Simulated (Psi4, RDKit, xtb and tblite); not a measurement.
Conformational energy of SMILES C=Cc1ccc(C=C)s1 (C8H8S), singlet. Scanned: dihedral C1–C2–C3–S9; all other coordinates were relaxed at GFN2-xTB. Points at φ and −φ are mirror images. Heavy atoms are numbered in the order of the SMILES C=Cc1ccc(C=C)s1, hydrogens after them in the order of the atoms that carry them; the mirror image has the same energies with the sign of each dihedral reversed.

- UFF // GFN2-xTB (RDKit)
- PBE-D3(BJ)/def2-SVP // GFN2-xTB (Psi4)
- GFN2-xTB (xtb and tblite)

Energies in kJ/mol, each method relative to its own lowest point.

```tsv
φ / °	UFF	PBE-D3(BJ)/def2-SVP	GFN2-xTB
-150	6.2	8.8	6.6
-120	20.7	20.2	16.9
-90	33.1	29.6	24.7
-60	19.9	20.5	17.5
-30	4.8	5.8	5.0
0	0.0	0.0	0.0
30	4.8	5.8	5.0
60	19.9	20.5	17.5
90	33.1	29.6	24.7
120	20.7	20.2	16.9
150	6.2	8.8	6.6
180	2.2	5.1	3.1
```
